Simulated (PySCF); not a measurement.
# Working out the ionisation energy of Kr²⁺

Kr²⁺ [Ar] 3d10 4s2 4p4 (3P) → Kr³⁺ [Ar] 3d10 4s2 4p3 (4S). Computed with PySCF 2.14 in aug-cc-pVQZ-PP with one added diffuse shell each of s, p, d, f, g type with ECP10MDF (8s7p6d4f3g, 114 functions), with scalar relativity through the core potential. Frozen: 3s2 3p6 3d10. Energies in hartree (1 hartree = 27.21139 eV):

```json
{"part": "UHF", "Kr²⁺ (lower)": "-460.867168", "Kr³⁺ (upper)": "-459.605427"}
{"part": "MP2 opposite-spin", "Kr²⁺ (lower)": "-0.095191", "Kr³⁺ (upper)": "-0.067149"}
{"part": "MP2 same-spin", "Kr²⁺ (lower)": "-0.025774", "Kr³⁺ (upper)": "-0.022807"}
```

Question: What does Hartree-Fock give?

Answer: (-459.605427) − (-460.867168) = 1.261741 hartree = 34.334 eV.

Question: What do MP2 and SCS-MP2 (6/5 opposite-spin, 1/3 same-spin) give?

Answer: The opposite-spin parts differ by 0.763 eV and the same-spin parts by 0.081 eV. MP2: 34.334 + (0.763) + (0.081) = 35.178 eV. SCS-MP2: 34.334 + 1.2 × (0.763) + (0.081)/3 = 35.277 eV.

Reference: 35.838 ± 0.02 eV (measured; NIST Atomic Spectra Database, ionization energies), between the lowest levels; spin-orbit coupling is absent from the calculation.

What remains against the reference includes basis incompleteness, the frozen core and correlation beyond second order.
